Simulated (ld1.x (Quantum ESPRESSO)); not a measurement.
nickel (Ni): excitation energies, all-electron against RRKJ

```
Element                 : Ni (Z = 28)
Generator               : ld1.x (Quantum ESPRESSO) 7.5
Type                    : norm-conserving RRKJ (Kleinman–Bylander form)
Functional              : PBEsol
Relativity              : scalar-relativistic
Frozen core             : [Ne] 3s2
Valence charge          : 16
Reference configuration : 3p6 3d8 4s2 4p0
Partial waves           : 3p (bound): rc 1.15 bohr; 3d (bound): rc 1.00 bohr; 4s (bound): rc 2.05 bohr
Local potential         : the s channel
Core correction         : a·sin(br)/r model core inside 0.70 bohr
rho0                    : 0.01
```

Energies are relative to the spin-unpolarised reference configuration 3p6 3d8 4s2 4p0; without spin polarisation the order of configurations can differ from experiment.

```json
{"valence configuration": "3p6 3d8 4s1 4p0", "charge": "+1", "ΔE all-electron (eV)": "9.337", "error AE − PS (meV)": "-7.8"}
{"valence configuration": "3p6 3d8 4s0 4p0", "charge": "+2", "ΔE all-electron (eV)": "26.597", "error AE − PS (meV)": "-51"}
{"valence configuration": "3p6 3d7 4s0 4p0", "charge": "+3", "ΔE all-electron (eV)": "64.034", "error AE − PS (meV)": "-259"}
{"valence configuration": "3p6 3d6 4s0 4p0", "charge": "+4", "ΔE all-electron (eV)": "121.554", "error AE − PS (meV)": "-1268"}
{"valence configuration": "3p6 3d8 4s0 4p2", "charge": "0", "ΔE all-electron (eV)": "9.542", "error AE − PS (meV)": "-1629"}
{"valence configuration": "3p6 3d9 4s1 4p0", "charge": "0", "ΔE all-electron (eV)": "-1.608", "error AE − PS (meV)": "-212"}
```

Task: What are ΔE and the potential's error for 3p6 3d8 4s1 4p1?

Result: ΔE = 4.630 eV all-electron; the error (AE − PS) is -657 meV.

Levels in the configuration 3p6 3d8 4s0 4p0:

```
level  all-electron (eV)  pseudo (eV)
   3p            -90.919      -90.729
   3d            -28.339      -28.223
```

These tests converged, but a pseudo level misses the all-electron one widely, so the file describes the atom poorly there or has found another state: 3p6 3d7 4s0 4p0: empty 4p by 3.0 eV (a node warning on the way); 3p6 3d6 4s0 4p0: empty 4p by 4.7 eV.
